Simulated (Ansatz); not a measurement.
Program: Ansatz. Geometries: PBE0-D4/def2-TZVP. ΔE: electronic, gas phase. CCSD(T)/CBS is the MP2 limit (def2-TZVPP, def2-QZVPP) plus CCSD(T) − MP2 in def2-TZVPP, frozen cores. Each species was taken in one conformer, which may not be the lowest.

Consider the cleavage of the B–Si bond: `B[SiH](B)F` + `CC(O)F` → `BOC(C)F` + `B[SiH2]F`.

```
     species  CCSD(T)/CBS(def2) energy (Eh)
`B[SiH](B)F`                     -441.44960
    `CC(O)F`                     -254.08332
   `BOC(C)F`                     -279.50675
  `B[SiH2]F`                     -416.08532
```

(1) Work out ΔE.

Largest T1 diagnostic among the species: 0.013.

Answers

(1) ΔE = (-279.50675) + (-416.08532) − (-441.44960) − (-254.08332) = -0.05915 Eh = -37.1 kcal/mol.

From PBE to PBE0 (25 % exact exchange), in def2-TZVPP and without D4, ΔE moves by −1.0 kcal/mol.
